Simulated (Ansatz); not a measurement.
Level of theory: B3LYP-D3(BJ)/def2-TZVP (Ansatz, a program for electronic structure). No frequencies were computed at this level.

Ansatz 0.2 input:
```yaml
crystal:
  periodic: [false, false, false]
  atoms:
    - { symbol: Si, position_ang: [-0.208352, 0.000269, -0.001978] }
    - { symbol: Br, position_ang: [2.003461, -0.002615, 0.019008] }
    - { symbol: H, position_ang: [-0.594266, 1.379908, -0.247767] }
    - { symbol: H, position_ang: [-0.589369, -0.898463, -1.07894] }
    - { symbol: H, position_ang: [-0.611474, -0.479101, 1.309678] }
basis:
  gaussian: { orbitals: def2-tzvp }
hamiltonian:
  xc: b3lyp
  dispersion: d3bj
relax:
  max_steps: 150
```

Output:

```
Functional definition: B3LYP
806 factors; their error is unknown
mean field evaluation 1: about -77974.7550 eV, gradient 1.2e1 eV
mean field evaluation 2: about -77975.0556 eV, gradient 5.7e0 eV
mean field evaluation 4: about -77975.1563 eV, gradient 3.4e-1 eV
mean field evaluation 8: about -77975.5257 eV, gradient 3.2e-1 eV
mean field evaluation 16: about -77975.5258 eV, gradient 3.5e-5 eV
mean field -77975.52581602 eV, -2865.5477200289 hartree, gradient 3.5e-5 eV, S^2 0.000000; 0 other end points of the search recorded, 0 dependent functions left out
reference -77975.52603946 eV, -2865.5477282404 hartree; 26, 26 occupied and 77, 77 virtual orbitals, 806 factors
relax step   1: F+E_penalty+E_count = -77975.69484185 eV  Δ(F+E_penalty+E_count) = +0.000e0 eV  max|allowed force component| = 5.482e-1 eV/Å  Δτ_max = 0.0000 Å  (26 SCF iters, accepted)
these checks for a lower state are left out or cut short: starts, cluster_reference, orbital_swaps, neighbouring_geometries, increment
806 factors; their error is unknown
mean field -77975.55768854 eV, -2865.5488913226 hartree, gradient 2.2e-5 eV, S^2 0.000000; 0 other end points of the search recorded, 0 dependent functions left out
reference -77975.55791168 eV, -2865.5488995228 hartree; 26, 26 occupied and 77, 77 virtual orbitals, 806 factors
relax step   2: F+E_penalty+E_count = -77975.72346037 eV  Δ(F+E_penalty+E_count) = -2.862e-2 eV  max|allowed force component| = 2.290e-1 eV/Å  Δτ_max = 0.1000 Å  (28 SCF iters, accepted)
these checks for a lower state are left out or cut short: starts, cluster_reference, orbital_swaps, neighbouring_geometries, increment
806 factors; their error is unknown
mean field evaluation 32: about -77975.5719 eV, gradient 2.1e-5 eV
mean field -77975.57190805 eV, -2865.5494138800 hartree, gradient 2.1e-5 eV, S^2 0.000000; 0 other end points of the search recorded, 0 dependent functions left out
reference -77975.57213174 eV, -2865.5494221003 hartree; 26, 26 occupied and 77, 77 virtual orbitals, 806 factors
relax step   3: F+E_penalty+E_count = -77975.73875000 eV  Δ(F+E_penalty+E_count) = -1.529e-2 eV  max|allowed force component| = 3.454e-2 eV/Å  Δτ_max = 0.0375 Å  (28 SCF iters, accepted)
these checks for a lower state are left out or cut short: starts, cluster_reference, orbital_swaps, neighbouring_geometries, increment
806 factors; their error is unknown
mean field -77975.57194991 eV, -2865.5494154183 hartree, gradient 2.1e-5 eV, S^2 0.000000; 0 other end points of the search recorded, 0 dependent functions left out
reference -77975.57217357 eV, -2865.5494236377 hartree; 26, 26 occupied and 77, 77 virtual orbitals, 806 factors
relax step   4: F+E_penalty+E_count = -77975.73879617 eV  Δ(F+E_penalty+E_count) = -4.617e-5 eV  max|allowed force component| = 1.008e-2 eV/Å  Δτ_max = 0.0011 Å  (30 SCF iters, accepted)
these checks for a lower state are left out or cut short: starts, cluster_reference, orbital_swaps, neighbouring_geometries, increment
806 factors; their error is unknown
mean field -77975.57195749 eV, -2865.5494156969 hartree, gradient 2.1e-5 eV, S^2 0.000000; 0 other end points of the search recorded, 0 dependent functions left out
reference -77975.57218116 eV, -2865.5494239165 hartree; 26, 26 occupied and 77, 77 virtual orbitals, 806 factors
relax step   5: F+E_penalty+E_count = -77975.73879848 eV  Δ(F+E_penalty+E_count) = -2.303e-6 eV  max|allowed force component| = 2.569e-3 eV/Å  Δτ_max = 0.0002 Å  (30 SCF iters, accepted)
806 factors; their error is unknown
mean field evaluation 64: about -77975.5720 eV, gradient 3.6e-2 eV
mean field -77975.57195749 eV, -2865.5494156969 hartree, gradient 2.1e-5 eV, S^2 0.000000; 1 other end points of the search recorded, 0 dependent functions left out
reference -77975.57218116 eV, -2865.5494239165 hartree; 26, 26 occupied and 77, 77 virtual orbitals, 806 factors
Total energy: -77975.73902214 eV, -2865.5555552095 hartree
Atom 0 at    -0.168618     0.000220    -0.001598 Å, force    -0.002569     0.000003    -0.000024 eV/Å
Atom 1 at     2.066468    -0.002699     0.019604 Å, force     0.002438    -0.000003     0.000023 eV/Å
Atom 2 at    -0.628513     1.380380    -0.248169 Å, force     0.000045     0.000477    -0.000083 eV/Å
Atom 3 at    -0.623610    -0.898695    -1.079595 Å, force     0.000047    -0.000311    -0.000371 eV/Å
Atom 4 at    -0.645726    -0.479207     1.309760 Å, force     0.000039    -0.000166     0.000455 eV/Å
Dipole moment:    -0.285895     0.000374    -0.002712 e Å
```

Cost: around 18 core-seconds (rough).
